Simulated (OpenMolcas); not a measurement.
**Levels of Xe III by method**

* Program: OpenMolcas
* Basis: ANO-RCC-VQZP [8s7p5d3f2g]
* Scalar Hamiltonian: DKH2, point nucleus
* Active space: 6 electrons in 9 orbitals (RAS2 5s 5p; RAS3 5d, at most 2 electrons)
* State averaging: 2S+1 = 3 even, 3 roots; 2S+1 = 1 even, 7 roots; 2S+1 = 3 odd, 3 roots; 2S+1 = 1 odd, 3 roots
* Spin-orbit coupling: RASSI with atomic mean-field integrals over the reference wave functions, term energies averaged over their components

Methods on the same reference wave functions:
A. RASSCF
B. SS-RASPT2, IPEA 0.25 Eh, imaginary shift 0.1 Eh (closed shells correlated: 4d)
C. MS-RASPT2, IPEA 0.25 Eh, imaginary shift 0.1 Eh (closed shells correlated: 4d)

Energies in cm-1 above 5s2 5p4 3P2, the measured ground level; measured values from Saloman, J. Phys. Chem. Ref. Data 33, 765 (2004).

```json
{"Level": "5s2 5p4 3P2", "A": "0.0", "B": "0.0", "C": "0.0", "Measured": "0.0"}
{"Level": "5s2 5p4 3P0", "A": "7897", "B": "7930", "C": "7850", "Measured": "8130"}
{"Level": "5s2 5p4 3P1", "A": "8493", "B": "8720", "C": "8720", "Measured": "9794"}
{"Level": "5s2 5p4 1D2", "A": "18358", "B": "16360", "C": "16360", "Measured": "17099"}
{"Level": "5s2 5p4 1S0", "A": "35617", "B": "34780", "C": "34610", "Measured": "36103"}
{"Level": "5s 5p5 3P* 2", "A": "96239", "B": "98700", "C": "98700", "Measured": "98262"}
```

Deviations, from unrounded energies. A percentage is the sum of absolute deviations over the sum of measured energies, with the sign that they share, or ± where signs differ.

```csv
Against measurement,Levels,A,B,C
mean absolute deviation (cm-1),5,1100,760,810
fine structure of the ground term (%),2,-8.6,-7.2,-7.6
other terms of the ground configuration (%),2,±3.3,-3.9,-4.2
other configurations (%),1,-2.1,+0.4,+0.4
```

B lies closest to measurement on these levels and A furthest from it. The largest miss of B in the table is 5s2 5p4 1S0, by -1300 cm-1. The ranking rests on the paired levels alone, and a cruder setting can come out closer through cancelling errors.

Between B and C the level of the table that moves most is 5s2 5p4 1S0, by 180 cm-1 (lowest in C, highest in B). Moves below CASPT2's spread within the term are not significant.

The mean deviations of B to C differ by less than CASPT2's widest spread within a term (250 cm-1), so their order carries little weight.

From A to B the spin-free energies of the other terms of 5s2 5p4 shown, above 3P, scale by factors of 0.79 to 0.95.

The lowest spin-free term lies below A's lowest term by 0.559 hartree in B, 0.559 hartree in C.

CASPT2 does not keep the components of a term degenerate, so their means are used; among the terms shown or strongly mixed into the levels shown the widest spread is 250 cm-1 (5s2 5p4 1D, C). The run also gave levels led by 5s 5p4 5d, 5s2 5p3 5d, which use shells meant for correlation; these and all levels above them are left out. Some terms mix strongly with configurations of 5d, whose occupation reaches 0.28 (5s 5p5 3P*). Measured partners are found by configuration, term and J. A level has none where our copy of the source lacks it or the pairing is in doubt (some pairs that miss far off the trend of their configuration count as doubtful), and it then counts in no deviation. Levels of configurations outside the active space are missing. The table leaves out levels that lie high or whose names do not pair safely across all columns.

* marks odd parity.
